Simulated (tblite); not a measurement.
Compound: C7H7ClSe.
Numbering: `[CH3:1][Se:2][c:3]1[cH:4][cH:5][cH:6][cH:7][c:8]1[Cl:9]` (hydrogens: H10, H11, H12 on C1; H13 on C4; H14 on C5; H15 on C6; H16 on C7)

Computed with GFN2-xTB (tblite), gas phase: L-BFGS steps from a force-field or distance-geometry start until the largest atomic force falls under 0.01 eV/Å.

Geometry at step 5:
```
atom  x, y, z in Å
C1      3.1122    0.0777    0.2380
Se2     1.7607    1.5037   -0.0607
C3      0.0732    0.5844   -0.0607
C4     -0.1166   -0.6099    0.6133
C5     -1.3413   -1.2533    0.5957
C6     -2.4104   -0.6875   -0.0782
C7     -2.2487    0.5196   -0.7366
C8     -1.0144    1.1492   -0.7258
Cl9    -0.8177    2.6471   -1.5437
H10     3.9169    0.3268   -0.4488
H11     2.7461   -0.9247    0.0233
H12     3.5033    0.1272    1.2508
H13     0.7232   -1.0244    1.1469
H14    -1.4452   -2.1873    1.1247
H15    -3.3652   -1.1900   -0.0859
H16    -3.0838    0.9506   -1.2637
```

**Question.** Give the atomic forces at this geometry.

**Answer.** 
| atom | Fx (eV/Å) | Fy (eV/Å) | Fz (eV/Å) |
| --- | --- | --- | --- |
| C1 | -0.054 | 0.131 | 0.007 |
| Se2 | 0.022 | -0.175 | -0.152 |
| C3 | 0.005 | 0.054 | -0.014 |
| C4 | 0.088 | -0.090 | -0.003 |
| C5 | 0.143 | 0.070 | 0.061 |
| C6 | 0.084 | -0.121 | 0.075 |
| C7 | 0.048 | -0.111 | 0.036 |
| C8 | -0.138 | -0.052 | -0.021 |
| Cl9 | 0.170 | 0.101 | 0.028 |
| H10 | 0.025 | -0.039 | -0.053 |
| H11 | -0.169 | 0.224 | -0.057 |
| H12 | -0.164 | 0.027 | 0.061 |
| H13 | -0.014 | -0.162 | 0.100 |
| H14 | -0.080 | -0.036 | -0.003 |
| H15 | -0.015 | 0.044 | -0.030 |
| H16 | 0.049 | 0.136 | -0.033 |

The largest, 0.29 eV/Å, acts on H11; the rms over all components is 0.093 eV/Å. The forces sum to zero within rounding, as they must for an isolated molecule in no field.

**Question.** Give the force on H11 in Eh/bohr and in nN.

**Answer.** 0.286 eV/Å ÷ 51.422 = 0.00557 Eh/bohr, and 0.286 eV/Å × 1.602 = 0.46 nN.

**Question.** How far is this geometry from the end of the optimisation?

**Answer.** 0.146 eV above it, and 0.341 Å rms away after alignment. The bonds farthest from their final lengths, with half the difference of the two atoms' forces along the bond (positive lengthens):

```csv
bond,now (Å),final (Å),force along bond (eV/Å)
C1–Se2,1.987,1.947,-0.12
Se2–C3,1.922,1.907,-0.05
C7–C8,1.386,1.380,-0.07
C8–Cl9,1.718,1.722,+0.07
C3–C4,1.384,1.388,+0.06
C6–C7,1.384,1.387,+0.01
```

The angle farthest from its final value is C1–Se2–C3, 104.7° against 100.7°.

Of the 2 listed bonds off by 0.010 Å or more, this force points towards the final length in 2.

What follows is the cost of the whole relaxation. On Arm Neoverse V1, one thread, no GPU, shared host with 32 logical CPUs at a one-minute load of 13, this took 0.82 s of wall time.
